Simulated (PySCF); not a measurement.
Gas-phase equilibrium of 1 mol H₂S, 4.4 mol H₂ at 1800 K and 1.00 bar, among 9 species (S₂, S₆, H₂S₂, H, H₂S, SH, H₂, S₈, S). Only gases are allowed; each row takes one source of thermochemistry for all species, and Cantera finds the minimum.

Method: PySCF energies plus ideal-gas RRHO corrections (1 bar). † marks an energy on the PBE0/def2-TZVP geometry and frequencies; other levels use their own. 6-31G* has spherical d functions here. Open shells (unrestricted) among the columns below: S₂ (multiplicity 3), H (multiplicity 2), SH (multiplicity 2, electronic degeneracy 4), S (multiplicity 3, electronic degeneracy 9); the rest are closed-shell singlets. Spin-orbit splitting is ignored; it lowers the true energy and changes the entropy of SH, S. B3LYP is the form with VWN-RPA correlation. The harmonic model lacks anharmonicity and excited electronic states, which grow with temperature; levels with a mode under 35 cm⁻¹ are left out.

Molecules larger than those listed are left out.

Mole fractions:

```json
[
 {"thermochemistry": "B3LYP/6-31G*", "x H₂": "0.87", "x H₂S": "0.067", "x S₂": "0.050", "x SH": "0.0090", "x H": "0.00034", "x S": "0.00042"},
 {"thermochemistry": "BLYP/def2-TZVP†", "x H₂": "0.88", "x H₂S": "0.057", "x S₂": "0.056", "x SH": "0.0046", "x H": "0.00036", "x S": "0.00010"},
 {"thermochemistry": "M06-2X/def2-TZVP†", "x H₂": "0.85", "x H₂S": "0.11", "x S₂": "0.030", "x SH": "0.0051", "x H": "0.00042", "x S": "0.00010"},
 {"thermochemistry": "PBE/def2-TZVP†", "x H₂": "0.86", "x H₂S": "0.090", "x S₂": "0.042", "x SH": "0.0028", "x H": "0.00069", "x S": "2.9e-5"},
 {"thermochemistry": "PBE0/def2-SVP†", "x H₂": "0.83", "x H₂S": "0.16", "x S₂": "0.010", "x SH": "0.0061", "x H": "0.00094", "x S": "9.8e-5"},
 {"thermochemistry": "ωB97X-V/def2-TZVP†", "x H₂": "0.83", "x H₂S": "0.15", "x S₂": "0.014", "x SH": "0.0052", "x H": "0.00045", "x S": "6.5e-5"}
]
```
The most sensitive of these is S: it spans a factor of 10^1.2 over these rows; at this temperature one factor of ten is RT ln 10 = 34 kJ/mol.
